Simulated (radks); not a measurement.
Species: Ce VI. Configuration: [Kr] 4d10 5s2 5p5. All-electron calculation, Dirac Kohn-Sham, LDA (Slater exchange, Perdew-Wang correlation), spin-unpolarised, spherical densities, finite nucleus; open shells fill j = l - 1/2 first; Fermi nuclear charge, rms radius 4.8771 fm. Program: a radial shooting solver on a logarithmic mesh with Libxc functionals.

Spin-orbit splittings of the eigenvalues, e(l+1/2) - e(l-1/2), with zeta = 2 splitting/(2l+1) and mean radii in bohr:

| shell | occ. | splitting (eV) | zeta (eV) | <r> j=l-1/2 | <r> j=l+1/2 |
|---|---|---|---|---|---|
| 2p | 6 | 446.0 | 297.3 | 0.08799 | 0.09419 |
| 3p | 6 | 87.58 | 58.39 | 0.2683 | 0.2805 |
| 3d | 10 | 18.82 | 7.529 | 0.2515 | 0.2553 |
| 4p | 6 | 19.18 | 12.79 | 0.6530 | 0.6800 |
| 4d | 10 | 3.402 | 1.361 | 0.7304 | 0.7397 |
| 5p | 5 | 3.512 | 2.341 | 1.561 | 1.620 |
